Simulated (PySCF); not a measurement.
Species: CH6BrGeP.
Atom-mapped SMILES: `[CH3:1][Ge@H:2]([PH2:3])[Br:4]` (hydrogens: H5, H6, H7 on C1; H8 on Ge2; H9, H10 on P3)

Vertical excitations from PySCF (density fitting, frozen core in the response, grid level 2 and gas phase unless stated; continuum runs use non-equilibrium linear response for the excitations) on a GFN2-xTB geometry. Reference run:

```tsv
settings	S1, eV (f)	S2, eV (f)	S3, eV (f)	S4, eV (f)	S5, eV (f)	S6, eV (f)	T1, eV (Tamm–Dancoff)	mean α (au)
PBE0/def2-SVPD, full TDDFT, 6 singlets	5.88 (0.043)	6.05 (0.012)	6.43 (0.008)	6.54 (0.092)	6.75 (0.001)	6.82 (0.075)	5.10	94.4
```

Task: What do these settings give: (1) PBE0/Sadlej pVTZ, level shift 0.3 Eh, TDA, 3 singlets; (2) PBE0/6-31G*, IEF-PCM benzene, full TDDFT, 12 singlets?

Result: 
```tsv
settings	S1, eV (f)	S2, eV (f)	S3, eV (f)	S4, eV (f)	S5, eV (f)	S6, eV (f)	T1, eV (Tamm–Dancoff)	mean α (au)
PBE0/Sadlej pVTZ, level shift 0.3 Eh, TDA, 3 singlets	5.88 (0.047)	6.04 (0.013)	6.41 (0.057)	–	–	–	5.08	96.2
PBE0/6-31G*, IEF-PCM benzene, full TDDFT, 12 singlets	6.05 (0.080)	6.25 (0.015)	6.62 (0.054)	6.76 (0.270)	7.02 (0.005)	7.29 (0.012)	–	88.1
```

(1) S1 stays within 0.01 eV; basis and response scheme change together, so the shift can't be laid on one. (2) S1 moves by +0.17 eV; basis and environment change together, so the shift can't be laid on one. States are counted by energy in each run and needn't keep their character from row to row.

All basis functions are spherical, in the Pople sets too.

Task: Which orbital pairs make up S1 in each run, and how does it sit against the orbital gap?

Result: 
```csv
settings,S1 configurations (weight),S1 (eV),orbital gap (eV),S1 − gap (eV)
"PBE0/def2-SVPD, full TDDFT, 6 singlets","H→L 0.84, H→L+1 0.13",5.88,7.06,-1.18
"PBE0/Sadlej pVTZ, level shift 0.3 Eh, TDA, 3 singlets","H→L 0.78, H→L+2 0.15",5.88,7.01,-1.13
"PBE0/6-31G*, IEF-PCM benzene, full TDDFT, 12 singlets","H→L 0.89, H→L+1 0.09",6.05,7.28,-1.23
```

The species at its GFN2-xTB geometry (one conformer only). The PBE0/def2-SVPD calculation is non-relativistic and has no spin–orbit coupling, an omission that weighs most on bromine and germanium.

The values belong to the conformer `[CH3:1][Ge@H:2]([PH2:3])[Br:4]`: H–P3–Ge2–C1 82°, H–P3–Ge2–C1 174°.
